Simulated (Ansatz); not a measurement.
Computed with Ansatz (a first-principles code) with frozen-core CCSD(T)/def2-TZVPP // B3LYP-D3(BJ)/def2-TZVP. The geometry is that of the parent before the electron was removed.

Ansatz 0.2 input:
```yaml
crystal:
  periodic: [false, false, false]
  atoms:
    - { symbol: B, position_ang: [1.281222, 0.143708, 0.057269] }
    - { symbol: C, position_ang: [-0.17837, 0.366692, -0.362369] }
    - { symbol: C, position_ang: [-1.173869, -0.364262, 0.160449] }
    - { symbol: H, position_ang: [2.17091, 0.789473, -0.405104] }
    - { symbol: H, position_ang: [1.530137, -0.697979, 0.866934] }
    - { symbol: H, position_ang: [-0.444163, 1.124575, -1.095779] }
    - { symbol: H, position_ang: [-0.971657, -1.135099, 0.896698] }
    - { symbol: H, position_ang: [-2.214211, -0.227109, -0.118098] }
basis:
  gaussian: { orbitals: def2-TZVPP }
correlation:
  method: ccsd_t
total_charge: 1
magnetization:
  spin_polarized: true
  initial_magnetization: 1
```

Output:

```
Functional definition: HF
950 factors; integrals over basis functions are off by at most 7.6e-4 eV
mean field evaluation 1: about -2794.9429 eV, gradient 3.1e1 eV
mean field evaluation 2: about -2794.9468 eV, gradient 3.1e1 eV
mean field evaluation 4: about -2800.1819 eV, gradient 3.3e0 eV
mean field evaluation 8: about -2800.3271 eV, gradient 2.7e-1 eV
mean field evaluation 16: about -2800.3322 eV, gradient 6.3e-2 eV
mean field evaluation 32: about -2800.3246 eV, gradient 2.9e-1 eV
mean field evaluation 64: about -2800.3365 eV, gradient 2.5e-5 eV
mean field evaluation 96: about -2800.3293 eV, gradient 7.1e-2 eV
mean field evaluation 128: about -2800.5096 eV, gradient 3.1e-1 eV
mean field evaluation 160: about -2802.5528 eV, gradient 4.7e-4 eV
mean field evaluation 192: about -2798.2085 eV, gradient 2.5e0 eV
mean field evaluation 224: about -2795.7290 eV, gradient 5.8e-3 eV
mean field evaluation 256: about -2794.6173 eV, gradient 2.9e0 eV
mean field evaluation 288: about -2794.5768 eV, gradient 9.6e-4 eV
mean field evaluation 320: about -2802.2108 eV, gradient 6.6e0 eV
mean field evaluation 352: about -2800.5319 eV, gradient 2.6e-1 eV
mean field evaluation 384: about -2798.0746 eV, gradient 7.9e-2 eV
mean field evaluation 416: about -2791.1737 eV, gradient 1.3e1 eV
mean field -2802.55284733 eV, -102.9919175010 hartree, gradient 2.1e-6 eV, S^2 0.754686; 3 other end points of the search recorded, 0 dependent functions left out
determinant -2802.55284733 eV, -102.9919175010 hartree, with singles and doubles -2813.70451518 eV, -103.4017337354 hartree
determinant -2800.52900514 eV, -102.9175426721 hartree, with singles and doubles -2812.48133241 eV, -103.3567825976 hartree
determinant -2800.33649612 eV, -102.9104680963 hartree, with singles and doubles -2812.29686920 eV, -103.3500036999 hartree
3 core orbitals not correlated
reference -2802.55284733 eV, -102.9919175010 hartree; 8, 7 occupied and 152, 153 virtual orbitals, 950 factors
second order -9.73467469 eV of doubles, -0.00000000 eV of singles
cycle   1  -10.92889129 eV  change   -9.1e-1 eV  update   2.1e-2
cycle   2  -10.94451506 eV  change   -1.6e-2 eV  update   4.4e-3
cycle   3  -10.94524580 eV  change   -7.3e-4 eV  update   1.5e-3
cycle   4  -10.94551946 eV  change   -2.7e-4 eV  update   3.8e-4
cycle   5  -10.94550839 eV  change    1.1e-5 eV  update   1.4e-4
cycle   6  -10.94550709 eV  change    1.3e-6 eV  update   5.5e-5
cycle   7  -10.94552526 eV  change   -1.8e-5 eV  update   2.7e-5
cycle   8  -10.94553063 eV  change   -5.4e-6 eV  update   1.7e-5
perturbative correction -0.33573708 eV, -0.0123381101 hartree
Total energy: -2813.83411504 eV, -103.4064964426 hartree
```

Cost: about 2.5 core-minutes (a rough figure).
